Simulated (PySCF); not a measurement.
Computed shifts of a molecule C3H7BO3, PBE0/pcSseg-1 (PySCF), GIAO, gas phase, equivalent atoms averaged, in ppm (number of nuclei): ¹³C: 70.6 (1), 64.4 (1), 41.3 (1). ¹H: 4.37 (1), 4.36 (1), 4.19 (1), 4.15 (1), 2.57 (1), 2.40 (1), 0.85 (1). References: ¹⁷O against H2O (σ = 334.2 ppm); ¹¹B against BF3 (σ = 88.8 ppm); ¹³C against TMS (σ = 186.3 ppm); ¹H against TMS (σ = 31.56 ppm), references at their B3LYP-D3(BJ)/def2-TZVP geometries, non-relativistic. Geometry optimised at B3LYP-D3(BJ)/def2-SVP. Other conformers were not sampled.

Q: Identify the compound among the candidates.
(A) CB1OC(CO)O1
(B) OB1OCC[C@H]1O
(C) CB(O)C1OCO1
(D) OB1COCCO1

A: B, OB1OCC[C@H]1O
